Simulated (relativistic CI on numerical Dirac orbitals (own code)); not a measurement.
Calculated at this level of theory: Dirac-Coulomb-Breit CI, orbitals from a KLI potential per configuration, a model potential for QED, unscaled Slater integrals (own radial code, finite nucleus).

Configurations in the expansion (outside the closed core [Ne]): 3s²3p⁶3d¹⁰, 3s²3p⁶3d⁹4s, 3s²3p⁶3d⁹4p, 3s²3p⁶3d⁹4d, 3s²3p⁶3d⁸4s², 3s²3p⁶3d⁹4f, 3s²3p⁵3d¹⁰4s, 3s²3p⁶3d⁸4s4p, 3s²3p⁶3d⁹5s, 3s²3p⁶3d⁸4p², 3s²3p⁵3d¹⁰4p, 3s²3p⁶3d⁹5p, 3s²3p⁶3d⁸4s4d, 3s²3p⁶3d⁹5d, 3s²3p⁶3d⁸4p4d, 3s²3p⁵3d¹⁰4d, 3s²3p⁶3d⁹5f, 3s²3p⁵3d⁹4s², 3s²3p⁶3d⁹5g, 3s3p⁶3d¹⁰4s, 3s²3p⁶3d⁹6s, 3s²3p⁶3d⁸4d², 3s²3p⁶3d⁹6p, 3s²3p⁵3d⁹4s4p, 3s3p⁶3d¹⁰4p, 3s²3p⁶3d⁹6d, 3s²3p⁵3d¹⁰4f, 3s²3p⁵3d⁹4p², 3s²3p⁵3d⁹4s4d, 3s3p⁶3d⁹4s², 3s²3p⁵3d¹⁰5s, 3s3p⁶3d¹⁰4d, 3s²3p⁵3d⁹4p4d, 3s3p⁶3d⁹4s4p, 3s²3p⁵3d¹⁰5p, 3s²3p⁴3d¹⁰4s². Levels of other configurations are missing.

At this charge energies of transitions that change n are usually good to better than 1 %, and those within a shell (Δn = 0) to a few per cent.

Outline of the computed level scheme of Ag XX. Lowest level of each configuration: 3s²3p⁶3d¹⁰ ¹S0 at 0.000 eV; 3s²3p⁶3d⁹4s ³D3 at 348.367 eV; 3s²3p⁶3d⁹4p ³P°2 at 387.269 eV; 3s²3p⁶3d⁹4d ³S1 at 456.966 eV; 3s²3p⁶3d⁹4f ³P°0 at 525.273 eV.

Some strong electric-dipole decays among the lowest 45 levels: 3s²3p⁶3d⁹4p ¹P°1 → 3s²3p⁶3d¹⁰ ¹S0 (1.0e+12 s⁻¹); 3s²3p⁶3d⁹4p ³D°1 → 3s²3p⁶3d¹⁰ ¹S0 (1.7e+11 s⁻¹); 3s²3p⁶3d⁹4d ³G4 → 3s²3p⁶3d⁹4p ³F°3 (8.4e+10 s⁻¹); 3s²3p⁶3d⁹4f ³H°5 → 3s²3p⁶3d⁹4d ³G4 (8.0e+10 s⁻¹); 3s²3p⁶3d⁹4f ³H°6 → 3s²3p⁶3d⁹4d ³G5 (7.9e+10 s⁻¹); 3s²3p⁶3d⁹4d ³G4 → 3s²3p⁶3d⁹4p ³F°3 (7.5e+10 s⁻¹); 3s²3p⁶3d⁹4d ³G5 → 3s²3p⁶3d⁹4p ³F°4 (7.5e+10 s⁻¹); 3s²3p⁶3d⁹4d ³G3 → 3s²3p⁶3d⁹4p ³F°2 (6.9e+10 s⁻¹).

LS names give the leading component of a level, which can be under half, so a name can repeat, a term be missing and a line seem to break the LS rules.
